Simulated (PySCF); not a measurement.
HOSi, charge +1, singlet, geometry from GFN2-xTB, with bond 2-1 at 1.3 times its length; BLYP/6-31G run with PySCF.

Input for PySCF:
```python
from pyscf import gto, scf, dft

mol = gto.Mole()
mol.atom = '''
    O    -0.000000   -0.000000   -0.888354
    Si    0.000000    0.000000    1.098862
    H    -0.000000   -0.000000   -1.857005
'''
mol.basis = '6-31g'
mol.charge = 1
mol.spin = 0
mol.verbose = 4
mol.build()

mf = dft.RKS(mol)
mf.xc = 'blyp'
mf.diis = False
mf.damp = 0.3
mf.diis_start_cycle = 200
mf.max_cycle = 150
mf.kernel()
```

What the program printed (banner, timings and long lists left out):

```
PySCF version 2.14.0

[INPUT] verbose = 4
[INPUT] num. atoms = 3
[INPUT] num. electrons = 22
[INPUT] charge = 1
[INPUT] spin (= nelec alpha-beta = 2S) = 0
[INPUT] symmetry False subgroup None
[INPUT] Mole.unit = angstrom
[INPUT] Symbol           X                Y                Z      unit          X                Y                Z       unit  Magmom
[...]
nuclear repulsion = 36.7013533753619
number of shells = 14
number of NR pGTOs = 72
number of NR cGTOs = 24
basis = 6-31g
ecp = {}

******** <class 'pyscf.dft.rks.RKS'> ********
method = RKS
initial guess = minao
damping factor = 0.3
level_shift factor = 0
DIIS disabled
SCF conv_tol = 1e-09
SCF conv_tol_grad = None
SCF max_cycles = 150
direct_scf = True
direct_scf_tol = 1e-13
XC library pyscf.dft.libxc version 7.1.2
    S. Lehtola, C. Steigemann, M. J. T. Oliveira, and M. A. L. Marques,  SoftwareX 7, 1–5 (2018)
XC functionals = blyp
    A. D. Becke,  Phys. Rev. A 38, 3098 (1988)
    C. Lee, W. Yang, and R. G. Parr,  Phys. Rev. B 37, 785 (1988)
    B. Miehlich, A. Savin, H. Stoll, and H. Preuss,  Chem. Phys. Lett. 157, 200 (1989)
radial grids:
    Treutler-Ahlrichs [JCP 102, 346 (1995); DOI:10.1063/1.469408] (M4) radial grids

becke partition: Becke, JCP 88, 2547 (1988); DOI:10.1063/1.454033
pruning grids: <function nwchem_prune>
grids dens level: 3
symmetrized grids: False
atomic radii adjust function: <function treutler_atomic_radii_adjust>
small_rho_cutoff = 0
Set gradient conv threshold to 3.16228e-05
Initial guess from minao.
tot grids = 43072
init E= -365.128119749591
[...]
cycle= 1 E= -364.660600847441  delta_E= 0.468  |g|= 0.978  |ddm|= 1.47
[...]
cycle= 2 E= -360.076579177971  delta_E= 4.58  |g|= 3.18  |ddm|= 3.12
[...]
cycle= 3 E= -358.878750160208  delta_E=  1.2  |g|= 3.62  |ddm|= 5.02
[...]
cycle= 4 E= -355.155439787603  delta_E= 3.72  |g|= 3.48  |ddm|= 6.76
[...]
cycle= 5 E= -358.323342679389  delta_E= -3.17  |g|= 3.73  |ddm|= 6.75
[...]
cycle= 6 E= -355.458361972169  delta_E= 2.86  |g|= 3.45  |ddm|=  6.5
[...]
cycle= 7 E= -358.373619190561  delta_E= -2.92  |g|= 3.72  |ddm|= 6.49
[...]
cycle= 8 E= -355.462263277195  delta_E= 2.91  |g|= 3.45  |ddm|= 6.49
[...]
cycle= 9 E= -358.374170815698  delta_E= -2.91  |g|= 3.72  |ddm|= 6.49
[...]
cycle= 10 E= -355.462824332259  delta_E= 2.91  |g|= 3.45  |ddm|= 6.49
[...]
cycle= 11 E= -358.37420880359  delta_E= -2.91  |g|= 3.72  |ddm|= 6.49
[...]
cycle= 12 E= -355.462803660785  delta_E= 2.91  |g|= 3.45  |ddm|= 6.49
[...]
cycle= 13 E= -358.374207339622  delta_E= -2.91  |g|= 3.72  |ddm|= 6.49
[...]
cycle= 14 E= -355.462805246677  delta_E= 2.91  |g|= 3.45  |ddm|= 6.49
[...]
cycle= 15 E= -358.37420746604  delta_E= -2.91  |g|= 3.72  |ddm|= 6.49
[...]
cycle= 16 E= -355.4628051941  delta_E= 2.91  |g|= 3.45  |ddm|= 6.49
[...]
cycle= 17 E= -358.374207462289  delta_E= -2.91  |g|= 3.72  |ddm|= 6.49
[...]
cycle= 18 E= -355.462805200538  delta_E= 2.91  |g|= 3.45  |ddm|= 6.49
[...]
cycle= 19 E= -358.374207462704  delta_E= -2.91  |g|= 3.72  |ddm|= 6.49
[...]
cycle= 20 E= -355.462805200431  delta_E= 2.91  |g|= 3.45  |ddm|= 6.49
[...]
cycle= 21 E= -358.374207462686  delta_E= -2.91  |g|= 3.72  |ddm|= 6.49
[...]
cycle= 22 E= -355.462805200459  delta_E= 2.91  |g|= 3.45  |ddm|= 6.49
[...]
cycle= 23 E= -358.374207462687  delta_E= -2.91  |g|= 3.72  |ddm|= 6.49
[...]
cycle= 24 E= -355.462805200459  delta_E= 2.91  |g|= 3.45  |ddm|= 6.49
[...]
cycle= 25 E= -358.374207462686  delta_E= -2.91  |g|= 3.72  |ddm|= 6.49
[...]
cycle= 26 E= -355.462805200459  delta_E= 2.91  |g|= 3.45  |ddm|= 6.49
[...]
cycle= 27 E= -358.374207462686  delta_E= -2.91  |g|= 3.72  |ddm|= 6.49
[...]
cycle= 28 E= -355.462805200459  delta_E= 2.91  |g|= 3.45  |ddm|= 6.49
[...]
cycle= 29 E= -358.374207462687  delta_E= -2.91  |g|= 3.72  |ddm|= 6.49
[...]
cycle= 30 E= -355.462805200459  delta_E= 2.91  |g|= 3.45  |ddm|= 6.49
[...]
cycle= 31 E= -358.374207462687  delta_E= -2.91  |g|= 3.72  |ddm|= 6.49
[...]
cycle= 32 E= -355.462805200459  delta_E= 2.91  |g|= 3.45  |ddm|= 6.49
[...]
cycle= 33 E= -358.374207462687  delta_E= -2.91  |g|= 3.72  |ddm|= 6.49
[...]
cycle= 34 E= -355.462805200459  delta_E= 2.91  |g|= 3.45  |ddm|= 6.49
[...]
cycle= 35 E= -358.374207462686  delta_E= -2.91  |g|= 3.72  |ddm|= 6.49
[...]
cycle= 36 E= -355.462805200459  delta_E= 2.91  |g|= 3.45  |ddm|= 6.49
[...]
cycle= 37 E= -358.374207462687  delta_E= -2.91  |g|= 3.72  |ddm|= 6.49
[...]
cycle= 38 E= -355.462805200459  delta_E= 2.91  |g|= 3.45  |ddm|= 6.49
[...]
cycle= 39 E= -358.374207462686  delta_E= -2.91  |g|= 3.72  |ddm|= 6.49
[...]
cycle= 40 E= -355.462805200459  delta_E= 2.91  |g|= 3.45  |ddm|= 6.49
[...]
cycle= 41 E= -358.374207462686  delta_E= -2.91  |g|= 3.72  |ddm|= 6.49
[...]
cycle= 42 E= -355.462805200459  delta_E= 2.91  |g|= 3.45  |ddm|= 6.49
[...]
cycle= 43 E= -358.374207462687  delta_E= -2.91  |g|= 3.72  |ddm|= 6.49
[...]
cycle= 44 E= -355.462805200459  delta_E= 2.91  |g|= 3.45  |ddm|= 6.49
[...]
cycle= 45 E= -358.374207462687  delta_E= -2.91  |g|= 3.72  |ddm|= 6.49
[...]
cycle= 46 E= -355.462805200459  delta_E= 2.91  |g|= 3.45  |ddm|= 6.49
[...]
cycle= 47 E= -358.374207462687  delta_E= -2.91  |g|= 3.72  |ddm|= 6.49
[...]
cycle= 48 E= -355.462805200459  delta_E= 2.91  |g|= 3.45  |ddm|= 6.49
[...]
cycle= 49 E= -358.374207462686  delta_E= -2.91  |g|= 3.72  |ddm|= 6.49
[...]
cycle= 50 E= -355.462805200459  delta_E= 2.91  |g|= 3.45  |ddm|= 6.49
[...]
cycle= 51 E= -358.374207462687  delta_E= -2.91  |g|= 3.72  |ddm|= 6.49
[...]
cycle= 52 E= -355.462805200459  delta_E= 2.91  |g|= 3.45  |ddm|= 6.49
[...]
cycle= 53 E= -358.374207462687  delta_E= -2.91  |g|= 3.72  |ddm|= 6.49
[...]
cycle= 54 E= -355.462805200459  delta_E= 2.91  |g|= 3.45  |ddm|= 6.49
[...]
cycle= 55 E= -358.374207462686  delta_E= -2.91  |g|= 3.72  |ddm|= 6.49
[...]
cycle= 56 E= -355.462805200459  delta_E= 2.91  |g|= 3.45  |ddm|= 6.49
[...]
cycle= 57 E= -358.374207462687  delta_E= -2.91  |g|= 3.72  |ddm|= 6.49
[...]
cycle= 58 E= -355.462805200459  delta_E= 2.91  |g|= 3.45  |ddm|= 6.49
[...]
[...]
[...]
cycle= 74 E= -355.462805200459  delta_E= 2.91  |g|= 3.45  |ddm|= 6.49
[...]
cycle= 75 E= -358.374207462687  delta_E= -2.91  |g|= 3.72  |ddm|= 6.49
[...]
cycle= 76 E= -355.462805200459  delta_E= 2.91  |g|= 3.45  |ddm|= 6.49
[...]
cycle= 77 E= -358.374207462687  delta_E= -2.91  |g|= 3.72  |ddm|= 6.49
[...]
cycle= 78 E= -355.462805200459  delta_E= 2.91  |g|= 3.45  |ddm|= 6.49
[...]
cycle= 79 E= -358.374207462686  delta_E= -2.91  |g|= 3.72  |ddm|= 6.49
[...]
cycle= 80 E= -355.462805200459  delta_E= 2.91  |g|= 3.45  |ddm|= 6.49
[...]
cycle= 81 E= -358.374207462687  delta_E= -2.91  |g|= 3.72  |ddm|= 6.49
[...]
cycle= 82 E= -355.462805200459  delta_E= 2.91  |g|= 3.45  |ddm|= 6.49
[...]
cycle= 83 E= -358.374207462686  delta_E= -2.91  |g|= 3.72  |ddm|= 6.49
[...]
cycle= 84 E= -355.462805200459  delta_E= 2.91  |g|= 3.45  |ddm|= 6.49
[...]
cycle= 85 E= -358.374207462686  delta_E= -2.91  |g|= 3.72  |ddm|= 6.49
[...]
cycle= 86 E= -355.462805200459  delta_E= 2.91  |g|= 3.45  |ddm|= 6.49
[...]
cycle= 87 E= -358.374207462687  delta_E= -2.91  |g|= 3.72  |ddm|= 6.49
[...]
cycle= 88 E= -355.462805200459  delta_E= 2.91  |g|= 3.45  |ddm|= 6.49
[...]
cycle= 89 E= -358.374207462687  delta_E= -2.91  |g|= 3.72  |ddm|= 6.49
[...]
cycle= 90 E= -355.462805200459  delta_E= 2.91  |g|= 3.45  |ddm|= 6.49
[...]
cycle= 91 E= -358.374207462686  delta_E= -2.91  |g|= 3.72  |ddm|= 6.49
[...]
cycle= 92 E= -355.462805200459  delta_E= 2.91  |g|= 3.45  |ddm|= 6.49
[...]
cycle= 93 E= -358.374207462687  delta_E= -2.91  |g|= 3.72  |ddm|= 6.49
[...]
cycle= 94 E= -355.462805200459  delta_E= 2.91  |g|= 3.45  |ddm|= 6.49
[...]
cycle= 95 E= -358.374207462687  delta_E= -2.91  |g|= 3.72  |ddm|= 6.49
[...]
cycle= 96 E= -355.462805200459  delta_E= 2.91  |g|= 3.45  |ddm|= 6.49
[...]
cycle= 97 E= -358.374207462686  delta_E= -2.91  |g|= 3.72  |ddm|= 6.49
[...]
cycle= 98 E= -355.462805200459  delta_E= 2.91  |g|= 3.45  |ddm|= 6.49
[...]
cycle= 99 E= -358.374207462687  delta_E= -2.91  |g|= 3.72  |ddm|= 6.49
[...]
cycle= 100 E= -355.462805200459  delta_E= 2.91  |g|= 3.45  |ddm|= 6.49
[...]
cycle= 101 E= -358.374207462686  delta_E= -2.91  |g|= 3.72  |ddm|= 6.49
[...]
cycle= 102 E= -355.462805200459  delta_E= 2.91  |g|= 3.45  |ddm|= 6.49
[...]
cycle= 103 E= -358.374207462687  delta_E= -2.91  |g|= 3.72  |ddm|= 6.49
[...]
cycle= 104 E= -355.462805200459  delta_E= 2.91  |g|= 3.45  |ddm|= 6.49
[...]
cycle= 105 E= -358.374207462687  delta_E= -2.91  |g|= 3.72  |ddm|= 6.49
[...]
cycle= 106 E= -355.462805200459  delta_E= 2.91  |g|= 3.45  |ddm|= 6.49
[...]
cycle= 107 E= -358.374207462687  delta_E= -2.91  |g|= 3.72  |ddm|= 6.49
[...]
cycle= 108 E= -355.462805200459  delta_E= 2.91  |g|= 3.45  |ddm|= 6.49
[...]
cycle= 109 E= -358.374207462687  delta_E= -2.91  |g|= 3.72  |ddm|= 6.49
[...]
cycle= 110 E= -355.462805200459  delta_E= 2.91  |g|= 3.45  |ddm|= 6.49
[...]
cycle= 111 E= -358.374207462686  delta_E= -2.91  |g|= 3.72  |ddm|= 6.49
[...]
cycle= 112 E= -355.462805200459  delta_E= 2.91  |g|= 3.45  |ddm|= 6.49
[...]
cycle= 113 E= -358.374207462687  delta_E= -2.91  |g|= 3.72  |ddm|= 6.49
[...]
cycle= 114 E= -355.462805200459  delta_E= 2.91  |g|= 3.45  |ddm|= 6.49
[...]
cycle= 115 E= -358.374207462687  delta_E= -2.91  |g|= 3.72  |ddm|= 6.49
[...]
cycle= 116 E= -355.462805200459  delta_E= 2.91  |g|= 3.45  |ddm|= 6.49
[...]
cycle= 117 E= -358.374207462686  delta_E= -2.91  |g|= 3.72  |ddm|= 6.49
[...]
cycle= 118 E= -355.462805200459  delta_E= 2.91  |g|= 3.45  |ddm|= 6.49
[...]
cycle= 119 E= -358.374207462687  delta_E= -2.91  |g|= 3.72  |ddm|= 6.49
[...]
cycle= 120 E= -355.462805200459  delta_E= 2.91  |g|= 3.45  |ddm|= 6.49
[...]
cycle= 121 E= -358.374207462686  delta_E= -2.91  |g|= 3.72  |ddm|= 6.49
[...]
cycle= 122 E= -355.462805200459  delta_E= 2.91  |g|= 3.45  |ddm|= 6.49
[...]
cycle= 123 E= -358.374207462686  delta_E= -2.91  |g|= 3.72  |ddm|= 6.49
[...]
cycle= 124 E= -355.462805200459  delta_E= 2.91  |g|= 3.45  |ddm|= 6.49
[...]
cycle= 125 E= -358.374207462687  delta_E= -2.91  |g|= 3.72  |ddm|= 6.49
[...]
cycle= 126 E= -355.462805200459  delta_E= 2.91  |g|= 3.45  |ddm|= 6.49
[...]
cycle= 127 E= -358.374207462686  delta_E= -2.91  |g|= 3.72  |ddm|= 6.49
[...]
cycle= 128 E= -355.462805200459  delta_E= 2.91  |g|= 3.45  |ddm|= 6.49
[...]
cycle= 129 E= -358.374207462686  delta_E= -2.91  |g|= 3.72  |ddm|= 6.49
[...]
cycle= 130 E= -355.462805200459  delta_E= 2.91  |g|= 3.45  |ddm|= 6.49
[...]
cycle= 131 E= -358.374207462687  delta_E= -2.91  |g|= 3.72  |ddm|= 6.49
[...]
cycle= 132 E= -355.462805200459  delta_E= 2.91  |g|= 3.45  |ddm|= 6.49
[...]
cycle= 133 E= -358.374207462687  delta_E= -2.91  |g|= 3.72  |ddm|= 6.49
[...]
cycle= 134 E= -355.462805200459  delta_E= 2.91  |g|= 3.45  |ddm|= 6.49
[...]
cycle= 135 E= -358.374207462686  delta_E= -2.91  |g|= 3.72  |ddm|= 6.49
[...]
cycle= 136 E= -355.462805200459  delta_E= 2.91  |g|= 3.45  |ddm|= 6.49
[...]
cycle= 137 E= -358.374207462686  delta_E= -2.91  |g|= 3.72  |ddm|= 6.49
[...]
cycle= 138 E= -355.462805200459  delta_E= 2.91  |g|= 3.45  |ddm|= 6.49
[...]
cycle= 139 E= -358.374207462686  delta_E= -2.91  |g|= 3.72  |ddm|= 6.49
[...]
cycle= 140 E= -355.462805200459  delta_E= 2.91  |g|= 3.45  |ddm|= 6.49
[...]
cycle= 141 E= -358.374207462686  delta_E= -2.91  |g|= 3.72  |ddm|= 6.49
[...]
cycle= 142 E= -355.462805200459  delta_E= 2.91  |g|= 3.45  |ddm|= 6.49
[...]
cycle= 143 E= -358.374207462686  delta_E= -2.91  |g|= 3.72  |ddm|= 6.49
[...]
cycle= 144 E= -355.462805200459  delta_E= 2.91  |g|= 3.45  |ddm|= 6.49
[...]
cycle= 145 E= -358.374207462687  delta_E= -2.91  |g|= 3.72  |ddm|= 6.49
[...]
cycle= 146 E= -355.462805200459  delta_E= 2.91  |g|= 3.45  |ddm|= 6.49
[...]
cycle= 147 E= -358.374207462687  delta_E= -2.91  |g|= 3.72  |ddm|= 6.49
[...]
cycle= 148 E= -355.462805200459  delta_E= 2.91  |g|= 3.45  |ddm|= 6.49
[...]
cycle= 149 E= -358.374207462687  delta_E= -2.91  |g|= 3.72  |ddm|= 6.49
[...]
cycle= 150 E= -355.462805200459  delta_E= 2.91  |g|= 3.45  |ddm|= 6.49
SCF not converged.
SCF energy = -355.462805200459
```

The run did not converge; its last values are not results.
